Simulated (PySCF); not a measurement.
# Excitation energy of Ne⁺ by level of theory

Ne⁺ [He] 2s2 2p5 (2P) → Ne⁺ [He] 2s2 2p4 3s1 (4P), as a difference of total energies. All numbers are calculated (PySCF 2.14, no relativity, point nucleus, in aug-cc-pwCVDZ (5s4p2d, 27 functions)). Correlated levels: valence: 1s2 frozen. The calculations carry no spin-orbit coupling.

```tsv
method	excitation energy (eV)
UHF	26.217
MP2 (valence)	27.176
SCS-MP2 (valence)	27.190
CCSD (valence)	27.069
CCSD(T) (valence)	27.083
CCSDT (valence)	27.083
```

**Question.** How much does correlation contribute at CCSD(T) (valence)?

**Answer.** 27.083 − (26.217) = 0.866 eV, measured against UHF.

Errors of the correlated levels include the incompleteness of this basis and the frozen core.

For comparison: 27.175 eV (measured; NIST levels, between the centres of gravity of the two terms).
